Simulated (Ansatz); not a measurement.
Two isomers of C3H5ClSi: A = `C#C[SiH2]CCl`, B = `C#C[SiH](C)Cl`.

Gas-phase electronic energies from Ansatz, PBE0-D4/def2-TZVP geometries. CCSD(T)/CBS is the MP2 limit (def2-TZVPP, def2-QZVPP) plus CCSD(T) − MP2 in def2-TZVPP, frozen cores. DFT in def2-TZVPP. One conformer a species, not always the lowest.

A:

```xyz
10

C     1.676    0.966   -1.744
C     0.774    0.369   -1.213
Si   -0.592   -0.521   -0.402
C    -0.654   -0.066    1.422
Cl    0.829   -0.609    2.249
H     2.476    1.492   -2.213
H    -1.875   -0.117   -1.033
H    -0.394   -1.983   -0.543
H    -0.736    1.012    1.562
H    -1.502   -0.543    1.916
```

B:

```xyz
10

C     0.717   -2.399    0.769
C     0.127   -1.434    0.349
Si   -0.749    0.043   -0.258
C     0.314    1.551   -0.087
Cl   -1.215   -0.252   -2.240
H     1.236   -3.255    1.136
H    -2.027    0.171    0.477
H    -0.210    2.432   -0.462
H     1.242    1.430   -0.649
H     0.564    1.714    0.965
```

Q: Which isomer does CCSD(T)/CBS put lower? Give the gap. (Best estimate.)

A: The calculation gave: B, by 43.4 kcal/mol.

Q: Give E(B) − E(A) in kcal/mol with PBE0-D4, MP2/def2-TZVPP, PBE-D4, B2PLYP, HF/def2-TZVPP, CCSD/def2-TZVPP, CCSD(T)/def2-TZVPP. (An estimate is asked.)

A: The calculation gave: PBE0-D4 -43.3, MP2/def2-TZVPP -44.7, PBE-D4 -42.0, B2PLYP -43.4, HF/def2-TZVPP -44.1, CCSD/def2-TZVPP -43.3, CCSD(T)/def2-TZVPP -43.0. None reverses the order clearly.

Largest T1 diagnostic: 0.011.

From PBE to PBE0 (25 % exact exchange), in def2-TZVPP and without D4, E(B) − E(A) moves by −1.3 kcal/mol.
